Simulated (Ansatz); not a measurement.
The cluster Ru₂Pt⁺. Charge 1, multiplicity 2. Geometry PBE0-D4/def2-TZVP, that of the neutral singlet.

```xyz
3

Pt    1.031   -0.813   -0.763
Ru   -1.252    0.070   -0.255
Ru    0.220    0.743    1.017
```

In the def2 sets Pt, Ru take a core potential; there is no spin–orbit coupling. At PBE-D4/def2-TZVP, r2SCAN-D4/def2-TZVP, PBE0-D4/def2-TZVP the charge 1 doublet is spin-contaminated (final ⟨S²⟩ up to 2.47, 0.75 for a pure state). The structure comes from a short search, and lower isomers may exist.

Problem. Estimate the α-spin orbital energies around the gap (eV) in Ansatz with PBE-D4/def2-TZVP, r2SCAN-D4/def2-TZVP, PBE0-D4/def2-TZVP.

Solution. 
```tsv
orbital	PBE-D4/def2-TZVP	r2SCAN-D4/def2-TZVP	PBE0-D4/def2-TZVP
HOMO−5	-11.20	-11.25	-12.09
HOMO−4	-11.04	-11.16	-11.96
HOMO−3	-10.56	-10.76	-11.66
HOMO−2	-10.39	-10.57	-11.54
HOMO−1	-10.30	-10.48	-11.47
HOMO	-10.28	-10.45	-11.36
LUMO	-9.95	-9.52	-8.50
LUMO+1	-9.87	-9.38	-8.41
LUMO+2	-9.14	-8.91	-8.00
LUMO+3	-8.51	-8.27	-7.51
LUMO+4	-7.83	-7.45	-6.90
LUMO+5	-6.21	-5.91	-5.51
β HOMO	-10.13	-10.19	-11.24
β LUMO	-9.60	-9.13	-8.09
```
